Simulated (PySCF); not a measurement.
Vertical excitations of a molecule C2H5ClFNSi from PySCF with TDA-M06-2X/def2-SVPD, as energy in eV (oscillator strength): 6.87 (0.037), 7.34 (0.127), 7.47 (0.204), 7.72 (0.044), 7.74 (0.074), 8.04 (0.010), 8.11 (0.022), 8.13 (0.044), 8.24 (0.068), 8.29 (0.012). Lowest triplet (TDA): 4.54 eV. The structure is a stationary point at TPSSh-D3(BJ)/def2-SVP. Other conformers were not sampled.

Which structure fits?
A. C=C[Si](N)(F)Cl
B. N[Si@H](Cl)/C=C/F
C. F[Si]1(Cl)CNC1
D. C/C=N/[Si@@H](F)Cl

B, N[Si@H](Cl)/C=C/F
